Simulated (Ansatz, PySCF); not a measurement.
Gas-phase reaction in SMILES: C=CCC(C)(C)C [4,4-dimethylpent-1-ene] + 7 [H][H] (H2) -> 7 C (CH4)
Geometries: B3LYP-D3(BJ)/def2-TZVP minima from Ansatz (a quantum-chemistry and plane-wave program), one conformer each, not searched for the lowest.

Quantity: energy of full hydrogenation (enthalpy at 298 K, with B3LYP-D3(BJ) rigid-rotor harmonic-oscillator terms from PySCF), in kcal/mol. Cores are frozen in the correlated levels unless marked. Spin-orbit coupling is left out. No relativistic terms. Basis-set limits of correlation are two-point, X^-3; Hartree-Fock from the larger set. The bracket is a focal-point correction in the basis named.

From measured enthalpies of formation at 298 K: -105.2 kcal/mol (C=CCC(C)(C)C -19.5, CRC Handbook; [H][H] (H2) 0.0, ATcT 1.112; C (CH4) -17.8, ATcT 1.112). It holds spin-orbit effects, and any other conformers, which the calculations lack, and core correlation, which the frozen-core levels lack. This is an older compilation, not checked against later work.

Rank these levels by their absolute error against the measured value, smallest first: BLYP/def2-TZVPD (Ansatz); RI-MP2/CBS(aug-cc-pVTZ,aug-cc-pVQZ)+[CCSD(T)-MP2]/aug-cc-pVTZ (Ansatz); PBE0/def2-SVP (Ansatz); MP2/6-31G (Ansatz); HF/STO-3G (Ansatz).

RI-MP2/CBS(aug-cc-pVTZ,aug-cc-pVQZ)+[CCSD(T)-MP2]/aug-cc-pVTZ (-105.5 kcal/mol, error -0.3), MP2/6-31G (-99.9 kcal/mol, error 5.3), BLYP/def2-TZVPD (-117.9 kcal/mol, error -12.7), PBE0/def2-SVP (-120.6 kcal/mol, error -15.4), HF/STO-3G (-158.3 kcal/mol, error -53.1)
